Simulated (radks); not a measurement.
Valence configurations of Ni3+ (all share [Ar]). All-electron calculation, scalar-relativistic Kohn-Sham, SCAN, spin-polarised, spherical densities, finite nucleus; open shells are filled with parallel spins first; meta-GGA in the generalised Kohn-Sham scheme; Fermi nuclear charge, rms radius 3.7757 fm. Program: a radial shooting solver on a logarithmic mesh with Libxc functionals. Energies are relative to 3d7; eigenvalues in eV for spin up.

valence	E (eV)	moment (Bohr magnetons)	e(3d)	e(4p)	e(4s)
3d7	0.000	3	-49.059	-	-
3d6 4p1	21.163	5	-59.099	-29.206	-
3d5 4p2	46.176	7	-69.599	-32.444	-
3d4.5 4p2.5	65.581	7	-74.530	-34.015	-
3d5.5 4p1.5	33.116	6	-64.280	-30.947	-
3d5 4s1 4p1	36.528	7	-68.434	-31.980	-41.731
3d6.5 4p0.5	10.166	4	-54.036	-27.193	-

NIST lists [Ar] 3d7 as the ground configuration; this level of theory agrees among the configurations tried. The energies are those of spherical high-spin densities, not of single terms. No valid solution was reached for [Ar] 3d5 4s2; [Ar] 3d6 4s1; [Ar] 3d6.5 4s0.5.
